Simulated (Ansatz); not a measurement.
`N#C[Si](Cl)(Cl)C#N` + `N#C[SiH2]P` → `N#C[Si](Cl)(C#N)C#N` + `P[SiH2]Cl` at 400 K and 1 bar (redistribution).

Program: Ansatz. Geometries: PBE0-D4/def2-TZVP. ΔE: electronic, gas phase. CBS: MP2 limit from def2 TZ/QZ plus the TZ coupled-cluster correction, frozen cores. One conformer a species, not always the lowest.

```
              species  CCSD(T)/CBS energy (Eh)  H − E (kJ/mol)  S (J/(mol·K))
 `N#C[Si](Cl)(Cl)C#N`              -1394.22558            91.9          413.7
         `N#C[SiH2]P`               -725.16307           142.8          357.9
`N#C[Si](Cl)(C#N)C#N`              -1027.13615           113.6          430.7
          `P[SiH2]Cl`              -1092.24436           121.1          339.6
```

H − E and S are ideal-gas, rigid-rotor, harmonic terms from PBE0-D4/def2-TZVP, for one conformer and one mirror image of each species. 1 Eh = 2625.50 kJ/mol, R = 8.31446 J/(mol·K).

Q: By hand: ΔE, ΔH, ΔS and ΔG.

A: ΔE = (-1027.13615) + (-1092.24436) − (-1394.22558) − (-725.16307) = 0.00814 Eh = 21.4 kJ/mol. Δ(H − E) = 113.6 + 121.1 − 91.9 − 142.8 = 0.0, so ΔH = 21.4 kJ/mol. ΔS = 430.7 + 339.6 − 413.7 − 357.9 = -1.3 J/(mol·K). ΔG = 21.4 − 400 × (-1.3)/1000 = 21.9 kJ/mol.

Q: By hand: the equilibrium constant, and the temperature at which ΔG would vanish if ΔH and ΔS stayed fixed.

A: log₁₀ K = −ΔG/(RT ln 10) = -2.9. ΔH and −TΔS have one sign here, so there is no such temperature. One of them is within its doubt of zero, so this could turn.

The number of gas molecules stays the same, so ΔS is small and ΔH decides. A doubt of 5 kJ/mol in ΔE shifts log₁₀ K by 0.7 here. Other conformers and mirror images would add mixing entropy, several J/(mol·K) or more a flexible species. These are equilibria of isolated gas molecules and say nothing of rates. Largest T1 diagnostic: 0.014 (customary marks: 0.02 for closed shells, 0.045 for open ones).
